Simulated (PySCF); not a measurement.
**Ca: excitation energy**

Ca [Ar] 4s2 (1S) → Ca [Ar] 3d1 4s1 (3D), as a difference of total energies. All numbers are calculated (PySCF 2.14, the non-relativistic Hamiltonian (point nucleus), in dyall-av2z (17s13p4d, 76 functions)). Correlated levels: valence: [Ar] frozen; virtual orbitals above 40 to 60 times the deepest correlated orbital energy dropped. The calculations carry no spin-orbit coupling.

```
           method  excitation energy (eV)
              UHF                   2.955
              LDA                   2.840
              PBE                   2.689
             PBE0                   2.829
           r2SCAN                   2.537
            wB97X                   3.548
             TPSS                   2.681
            B97-3                   3.150
          r2SCANh                   2.619
    MP2 (valence)                   3.445
SCS-MP2 (valence)                   3.572
```

Question: How much does correlation contribute at MP2 (valence)?

Answer: 3.445 − (2.955) = 0.490 eV, measured against UHF.

These non-relativistic numbers lack the scalar-relativistic shift.

Errors of the correlated levels include the incompleteness of this basis and the frozen core.

For comparison: 2.524 eV (measured; NIST levels, between the centres of gravity of the two terms).
